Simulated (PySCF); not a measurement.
LiHg and its ions

PBE0; PySCF, scalar-relativistic core potentials, basis sets Li cc-pVDZ, Hg cc-pVDZ-PP with ECP60. Neutral (UKS): doublet (σ ↑), Re = 3.019 Å, ωe = 143 cm⁻¹, De = 0.15 eV, HOMO -3.67 eV, LUMO -1.52 eV.

LiHg⁺ (UKS): singlet (closed shell), Re = 2.703 Å, ωe = 253 cm⁻¹, De = 0.55 eV to Li⁺ + Hg. The energies at the minima are -160.97078 hartree for LiHg and -160.78119 for LiHg⁺.

(1) Work out the adiabatic ionisation energy, without and with harmonic zero-point energies (1 hartree = 27.2114 eV, 1 eV = 8065.5 cm⁻¹), and the change of the bond length.

Closed-shell solutions of metal pairs were not tested for spin polarisation, which can lower them a little. Weak bonds: LiHg. Basis-set superposition, not corrected here, can be much of De in a small basis, most of all at correlated wavefunction levels. Spin–orbit coupling is left out. For an ion De counts to the pair picked by the measured ionisation energies or electron affinities, which need not be the lowest pair at this level. States were picked by a PBE0 search and need not be the measured ground states.

## Answers

(1) At PBE0: 0.18959 hartree = 5.159 eV between the minima; the zero-point term (253.0 − 143.0)/2 cm⁻¹ = +0.007 eV makes it 5.166 eV. Re changes by -31.6 pm against the neutral. The electron leaves a σ orbital, and the shorter bond of the ion fits an antibonding orbital, or a change in how ionic the bond is.
